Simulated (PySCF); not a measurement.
# Computed properties of CH5AlO, SMILES [AlH]([CH3])[OH]

Al(H)(Me)(OH) (CH5AlO), SMILES [CH3][AlH][OH]. Geometry optimised at PBE0-D3(BJ)/def2-TZVP. The values are those of a single conformer. All values are computed for the isolated molecule unless a solvent is named; none is compared with measurement here.

**Structure.** The optimised structure has Cs symmetry. All 18 harmonic modes at PBE0-D3(BJ)/def2-TZVP (PySCF) are real, so it is a minimum. With heavy atoms numbered as in [AlH:1]([CH3:3])[OH:7], the shortest bond between them is Al1–O7 at 1.701 Å and the longest Al1–C3 at 1.940 Å.

**Vibrations.** The strongest infrared lines (harmonic, unscaled, degenerate partners summed) lie at 1911 cm⁻¹ (215 km/mol, H 96 %), 462 cm⁻¹ (180 km/mol, H 86 %, O 8 %), 873 cm⁻¹ (177 km/mol, Al 43 %, O 36 %, H 19 %). The softest mode is at 50 cm⁻¹ and the zero-point energy is 35.0 kcal/mol.

**Electronic structure.** M06-2X/def2-TZVPD (PySCF) places the frontier levels at -9.18 and -0.05 eV, a gap of 9.13 eV, and gives a dipole moment of 0.71 D and a mean polarisability of 43.9 bohr³.

**Excitations.** TDA-M06-2X/def2-SVPD (PySCF) has S1 at 5.98 eV (207 nm, f = 0.004, weak); the most intense of the 10 singlets computed lies at 8.25 eV (f = 0.20). T1 (TDA) is at 5.60 eV, 0.38 eV under S1. No vertical singlet excitation falls in the visible range (under 3.1 eV).

**NMR.** GIAO shifts at B3LYP/pcSseg-2 (PySCF) (non-relativistic, atoms alike by connectivity averaged): ¹³C at -10.8 ppm against TMS; ¹H from -0.3 to 5.0 ppm against TMS.
